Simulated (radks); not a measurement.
Cu3+, 26 electrons, occupied as [Ar] 3d7.5 4s0.5 (fractional occupations, a model configuration).

All-electron calculation, non-relativistic Kohn-Sham, PBE, spin-unpolarised, spherical densities, point nucleus. Program: a radial shooting solver on a logarithmic mesh with Libxc functionals.

Energy parts (hartree):
total: -1637.46320
kinetic: 1636.36188
electron-nucleus: -3871.93772
Hartree: 663.44746
exchange-correlation: -65.33482

Orbitals (lengths in bohr, moments of r in powers of bohr; r(90%) holds 90 % of the orbital's charge):
orbital  occ.  eigenvalue (hartree)       <r^4>  r(90%)
1s          2             -323.3270  0.00003584  0.0942
2s          2             -40.15805    0.007807   0.369
2p          6             -35.44098    0.005641   0.339
3s          2              -5.93436      0.5493    1.06
3p          6              -4.45570      0.6989    1.13
3d        7.5              -1.95938       1.754    1.40
4s        0.5              -1.30312       34.53    3.01

The highest occupied level is 4s at -35.460 eV. Summed over all electrons, <r^2> = 14.40 bohr^2, which gives a Langevin (diamagnetic) susceptibility term of -11.4 x 10^-6 cm^3/mol. The electron density at the nucleus is 1.665e+04 e/bohr^3.
